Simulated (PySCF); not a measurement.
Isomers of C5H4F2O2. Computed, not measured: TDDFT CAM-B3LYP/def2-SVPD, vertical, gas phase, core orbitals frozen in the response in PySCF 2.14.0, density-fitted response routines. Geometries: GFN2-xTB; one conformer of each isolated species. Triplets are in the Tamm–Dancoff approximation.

A. `FCC1=C(F)OC=CO1`
B. `FC(F)Oc1ccoc1`
C. `O=C(O)[C@@]1(F)C/C1=C/F`
D. `FC(F)Oc1ccco1`

Lowest singlet levels (six at most, fewer where fewer were computed) with oscillator strengths:

1. 6.06 eV (f 0.186); 6.31 eV (f 0.008); 6.95 eV (f 0.020); 7.07 eV (f 0.026); 7.22 eV (f 0.005); 7.73 eV (f 0.008); T1 3.93 eV
2. 5.87 eV (f 0.002); 6.67 eV (f 0.061); 6.83 eV (f 0.007); 7.14 eV (f 0.304); 7.40 eV (f 0.053); 7.67 eV (f 0.131); T1 4.25 eV
3. 4.36 eV (f 0.002); 5.49 eV (f 0.015); 6.37 eV (f 0.008); 6.55 eV (f 0.018); 6.77 eV (f 0.035); 6.92 eV (f 0.002); T1 3.22 eV
4. 6.09 eV (f 0.142); 6.64 eV (f 0.000); 6.94 eV (f 0.020); 7.11 eV (f 0.015); 7.39 eV (f 0.015); 7.77 eV (f 0.016); T1 3.91 eV

Question: Match each spectrum to its molecule.

Answer: 1 = D, 2 = C, 3 = A, 4 = B.
- A: S1 at 4.36 eV, HOMO→LUMO (98%); Löwdin shares by element: HOMO oxygen 43%, carbon 27% or more (atoms not listed hold the other 30%); LUMO carbon 64% or more (atoms not listed hold the other 36%); HOMO -7.58 and LUMO 0.42 eV.
- B: S1 at 6.09 eV, HOMO→LUMO (96%); Löwdin shares by element: HOMO carbon 68% or more, oxygen 9% or more (atoms not listed hold the other 22%); LUMO carbon 53% or more, oxygen 19% or more (atoms not listed hold the other 28%); HOMO -8.23 and LUMO 0.80 eV.
- C: S1 at 5.87 eV, HOMO-1→LUMO+1 (43%), HOMO-1→LUMO (39%); Löwdin shares by element: HOMO carbon 72% or more, fluorine 15% or more; LUMO carbon 50% or more, oxygen 9% or more (atoms not listed hold the other 41%); HOMO -9.45 and LUMO 0.23 eV.
- D: S1 at 6.06 eV, HOMO→LUMO (96%); Löwdin shares by element: HOMO carbon 75% or more (atoms not listed hold the other 25%); LUMO carbon 52% or more, oxygen 18% or more (atoms not listed hold the other 30%); HOMO -7.96 and LUMO 1.09 eV.
B and D have S1 within 0.04 eV of each other; their strongest listed levels stand at 6.09 eV (f 0.142) and 6.06 eV (f 0.186).
